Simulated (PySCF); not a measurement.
**Shapes and spin states of RuOI**

Computed with PySCF, PBE0, basis Ru def2-SVP with ECP28, O def2-SVP, I def2-SVP with ECP28 (scalar-relativistic core potentials, no spin–orbit coupling, density fitting).

Relaxations began from a few typed shapes and spin states; open shells are unrestricted. The search is not exhaustive: other isomers or separated fragments can lie lower, and high-lying points may rest on an excited occupation.

(1) Order these stationary points by electronic energy, lowest first, in kJ/mol from the lowest minimum.
A. sextet Cs: Ru–I 2.619 Å, Ru–O 1.760 Å; I–Ru–O 151.7°
B. quartet C∞v: Ru–I 2.590 Å, Ru–O 1.695 Å; I–Ru–O 180.0°
C. sextet C∞v: Ru–I 2.631 Å, Ru–O 1.765 Å; I–Ru–O 180.0°
D. quartet Cs: Ru–I 2.560 Å, Ru–O 1.669 Å; I–Ru–O 119.5°
E. doublet (⟨S²⟩ 1.22) Cs: Ru–I 2.534 Å, Ru–O 1.623 Å; I–Ru–O 128.8°

(2) Which of them are minima?

## Answers

(1) D (0.0), E (25.6), B (51.1), A (64.4), C (67.6).

(2) By energy in kJ/mol, 0.0: minimum; 25.6: minimum; 51.1: saddle point, 1 imaginary mode; 64.4: minimum; 67.6: saddle point, 2 imaginary modes.

Formally Ru is in oxidation state +3, d5, with 3 unpaired electrons (the high-spin count would be 5). The Mulliken spin on Ru is 2.44. The polar-tensor charge on Ru, 1.03, is far below the formal one.

For the lowest minimum: open d and f shells are described by one determinant, and the ground state may have another occupation or spin. Spin–orbit coupling, left out here, can matter for elements this heavy.

The electron or spin density has lower symmetry than the nuclear frame for the quartet C∞v at 51.1 kJ/mol.
